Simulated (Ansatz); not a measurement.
`[CH3][GeH]([Cl])[SeH]` + CH₃SH → `C[S][GeH]([CH3])[Cl]` + H₂Se at 600 K and 1 bar (ligand exchange at a Ge–Se bond).

Gas-phase electronic energies from Ansatz, PBE0-D4/def2-TZVP geometries. CBS: MP2 limit from def2 TZ/QZ plus the TZ coupled-cluster correction, frozen cores. This one scheme is used for every species. For Ge, Se outer-core shells are correlated without core-valence functions, which leaves a few kJ/mol of doubt a bond. Scalar relativity is left out up to krypton. One conformer a species, not always the lowest.

| species | CCSD(T)/CBS energy (Eh) | H − E (kJ/mol) | S (J/(mol·K)) |
| --- | --- | --- | --- |
| `[CH3][GeH]([Cl])[SeH]` | -4977.73636 | 203.6 | 460.1 |
| CH₃SH | -438.22835 | 152.3 | 296.8 |
| `C[S][GeH]([CH3])[Cl]` | -3014.06069 | 296.6 | 509.4 |
| H₂Se | -2401.89790 | 57.0 | 244.8 |

H − E and S are ideal-gas, rigid-rotor, harmonic terms from PBE0-D4/def2-TZVP, for one conformer and one mirror image of each species. 1 Eh = 2625.50 kJ/mol, R = 8.31446 J/(mol·K).

Problem. By hand: ΔE, ΔH, ΔS and ΔG.

Solution. ΔE = (-3014.06069) + (-2401.89790) − (-4977.73636) − (-438.22835) = 0.00612 Eh = 16.1 kJ/mol. Δ(H − E) = 296.6 + 57.0 − 203.6 − 152.3 = -2.3, so ΔH = 13.8 kJ/mol. ΔS = 509.4 + 244.8 − 460.1 − 296.8 = -2.7 J/(mol·K). ΔG = 13.8 − 600 × (-2.7)/1000 = 15.4 kJ/mol.

Problem. By hand: the equilibrium constant, and the temperature at which ΔG would vanish if ΔH and ΔS stayed fixed.

Solution. log₁₀ K = −ΔG/(RT ln 10) = -1.3. ΔH and −TΔS have one sign here, so there is no such temperature.

The number of gas molecules stays the same, so ΔS is small and ΔH decides. A doubt of 5 kJ/mol in ΔE shifts log₁₀ K by 0.4 here. Other conformers and mirror images would add mixing entropy, several J/(mol·K) or more a flexible species. Modes under 60 cm⁻¹, often nearly free rotors, make the harmonic entropy too high. These are equilibria of isolated gas molecules and say nothing of rates. Largest T1 diagnostic: 0.010 (customary marks: 0.02 for closed shells, 0.045 for open ones).

ΔS is within the doubt of such terms, so its sign, and with it that verdict, could turn.
